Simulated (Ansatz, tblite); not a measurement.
Removing and adding an electron: the cluster Li5H6. The state is a doublet with charge 0. Geometry: r2SCAN-D4/def2-TZVP. Ansatz, gas phase; energy differences of separate SCF runs; the oxidised species is a singlet (the triplet lies 3.99 eV higher at PBE0-D4/def2-TZVP); the reduced species is a singlet (the triplet lies 0.01 eV higher at PBE0-D4/def2-TZVPD).

Cartesian coordinates in Å:
```
Li -0.845 -0.064 -1.930
Li -1.106 -1.537 0.051
Li -0.179 0.808 0.304
Li 1.817 -1.485 1.822
Li 1.286 -1.017 -0.926
H 0.685 0.684 -1.264
H 0.326 2.622 1.262
H -0.285 -1.762 -1.533
H 0.374 -0.856 0.945
H -1.748 0.125 -0.332
H -0.324 2.481 1.603
```

The xTB rows come from tblite. Correlated methods freeze no core orbitals; core or outer-core shells of Li are correlated, in sets that lack core-valence functions. In the doublet, H7 and H11 lie 0.75 Å apart (atoms count from 1), so H2 has formed as a molecule. The structure comes from a short search, and lower isomers may exist.

| level | −HOMO (eV) | vertical IE (eV) | −LUMO (eV) | vertical EA (eV) | HOMO–LUMO gap (eV) | remarks |
| --- | --- | --- | --- | --- | --- | --- |
| GFN1-xTB | – | 10.46 | – | – | – | – |
| GFN2-xTB | – | 8.12 | – | – | – | – |
| HF/def2-TZVPP | – | 4.25 | – | – | – | – |
| PBE-D4/def2-TZVP | 2.48 | 4.66 | 1.29 | – | 1.19 | – |
| PBE-D4/def2-TZVPD | 2.48 | – | 1.31 | 0.34 | 1.17 | HOMO above zero (-1 singlet), restricted SCF unstable in HF (-1 singlet) |
| r2SCAN-D4/def2-TZVP | 2.51 | 4.53 | 1.05 | – | 1.46 | – |
| PBE0-D4/def2-TZVP | 3.04 | 4.64 | 0.73 | – | 2.31 | – |
| PBE0-D4/def2-TZVPD | 3.02 | – | 0.77 | 0.21 | 2.26 | HOMO above zero (-1 singlet), restricted SCF unstable in HF (-1 singlet) |
| MP2/def2-TZVPD | – | – | – | -0.13 | – | HOMO above zero (-1 singlet), restricted SCF unstable (-1 singlet) |
| MP2/def2-TZVPP | – | 4.36 | – | – | – | – |
| CCSD/def2-TZVPD | – | – | – | 0.14 | – | HOMO above zero (-1 singlet), large T1 (0.022) (-1 singlet), restricted SCF unstable (-1 singlet) |
| CCSD/def2-TZVPP | – | 4.39 | – | – | – | – |
| CCSD(T)/def2-TZVPD | – | – | – | 0.21 | – | HOMO above zero (-1 singlet), large T1 (0.022) (-1 singlet), restricted SCF unstable (-1 singlet) |
| CCSD(T)/def2-TZVPP | – | 4.40 | – | – | – | – |

Run but left out: HF/def2-TZVPD (charge -1 singlet: restricted singlet, unstable towards broken spin symmetry); r2SCAN-D4/def2-TZVPD (charge -1 singlet: restricted singlet with a triplet 0.04 eV lower at the same geometry).   A HOMO above zero means that the electron is unbound at that level or that self-interaction error raises the level; the energy of removing that electron tells which. HOMO and LUMO are the levels of the spin that leaves or enters (xTB has no such levels and no spin-polarisation term). Other spin states of the ions may lie lower, which would lower the ionisation energy or raise the affinity. Raw xTB energy differences between charge states are shifted by several eV; the methods need an empirical correction for them. A negative affinity means that the extra electron isn't bound; its size then hangs on the basis.
